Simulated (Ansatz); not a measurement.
Frontier orbitals of CH$_{3}$BFGa.

Z-matrix (Å, degrees):
```
C
B 1 1.448
Ga 1 2.379 2 73.0
F 1 1.405 2 120.7 3 -58.1
H 1 1.084 2 130.8 3 117.9
H 2 1.195 1 120.9 3 -117.3
H 2 1.219 1 118.9 3 57.7
```

The species carries charge 0 and has multiplicity 1. Correlated methods include outer-core shells of Ga, which these sets cover unevenly. Scalar relativity is left out up to krypton. The bonds changed during the relaxation, so this is another structure than the one it started from. The structure was optimised at the PBE0-D4/def2-TZVP level. Basis def2-TZVPP, Ansatz.

| functional | HOMO (eV) | LUMO (eV) | gap (eV) |
| --- | --- | --- | --- |
| PBE | -5.46 | -2.59 | 2.87 |
| BLYP | -5.30 | -2.49 | 2.81 |
| PBE0 | -6.40 | -1.82 | 4.58 |
| B3LYP | -6.22 | -2.04 | 4.18 |
| LC-ωPBE | -8.85 | 0.20 | 9.05 |
| ωB97M-V | -8.44 | -0.05 | 8.39 |

Against PBE, PBE0 changes HOMO and LUMO by −0.95 and +0.76 eV, ωB97M-V by −2.98 and +2.54 eV. A gap of 2.87 eV thus becomes 8.39 eV for the same molecule, so an orbital gap means little without its functional.

B3LYP here is the variant with VWN-RPA as its local correlation; programs differ in this. LC-ωPBE has ω = 0.4 bohr⁻¹.
